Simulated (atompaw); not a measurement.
Cutoff test, Pr (Z = 59), PAW (atompaw)

atompaw 4.2.0.5 input, output lines left out:

```
Pr 59
LDA-PW scalarrelativistic loggrid 2001 logderivrange -5 5 251
6 6 5 4 0 0
6 0 1
6 1 0
5 2 0
4 3 3
0 0 0
c
c
c
c
v
v
c
c
c
v
v
c
c
v
v
3
2.85 2.45 1.90 2.35
n
n
y
2.85
n
y
1.4
n
custom polynom2 7 10 vanderbiltortho besselshape
bessel
2.45
2.85
1.90
2.85
2.85
2.85
1.60
1.60
```

The pseudo-atom Hamiltonian at the reference potential is diagonalised in spherical Bessel functions j_l(qr) that vanish at 20 bohr, with q² up to the cutoff. All-electron valence levels (Ry): 5s -3.3129, 6s -0.6122, 5p -2.0180, 6p -0.3922, 5d -0.5549, 4f -0.5362.

Question: How do the lowest levels (Ry) of each channel move with the cutoff, and are there ghosts?

Answer:

```tsv
cutoff (Ry)	s #1	s #2	s #3	p #1	p #2	p #3	d #1	d #2	f #1	Σ f·Δε (mRy)
8	-3.2942	-0.6111	-0.1945	-1.9388	-0.3886	-0.1265	-0.5298	-0.1478	-0.0864	1861.2
25	-3.3122	-0.6121	-0.1950	-2.0180	-0.3921	-0.1278	-0.5542	-0.1534	-0.1944	1025.2
50	-3.3128	-0.6122	-0.1950	-2.0180	-0.3922	-0.1279	-0.5548	-0.1535	-0.4940	125.2
100	-3.3129	-0.6122	-0.1950	-2.0180	-0.3922	-0.1279	-0.5549	-0.1536	-0.5150	61.9
180	-3.3129	-0.6122	-0.1950	-2.0180	-0.3922	-0.1279	-0.5549	-0.1536	-0.5307	14.9
400	-3.3129	-0.6122	-0.1950	-2.0180	-0.3922	-0.1279	-0.5549	-0.1536	-0.5357	0.0
```

Result: no extra level below or beside the all-electron valence levels (s, p, d, f tested); 10 mRy is reached at 230 Ry and 1 mRy at over 300 Ry.
